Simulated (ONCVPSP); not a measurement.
How hard is this H ONCV potential?

| Quantity | Value |
| --- | --- |
| Element | hydrogen |
| Generator | ONCVPSP 4.0.1 |
| Type | optimised norm-conserving Vanderbilt (ONCV) |
| Functional | LDA (Perdew-Zunger) |
| Relativity | scalar-relativistic |
| Frozen core | none |
| Valence charge | 1 |
| Reference configuration | 1s1 |
| Partial waves | 1s: rc 1.45 bohr, ncon 4, nbas 8, qcut 8.9 1/bohr, local |
| Local potential | the s channel |
| Core correction | none |

Task: For each optimised wave give the share of its norm inside rc, the residual kinetic energy above qcut (Ha) and the cutoffs (Ha) for errors of 10, 1, 0.1 and 0.01 mHa per electron.

Result:

```csv
wave,norm inside rc,residual KE,10 mHa,1 mHa,0.1 mHa,0.01 mHa
1s,0.492,8.9e-09,7.5,14.8,21.6,27.3
```

The occupied waves need 15 Ha and 22 Ha for 1 and 0.1 mHa.
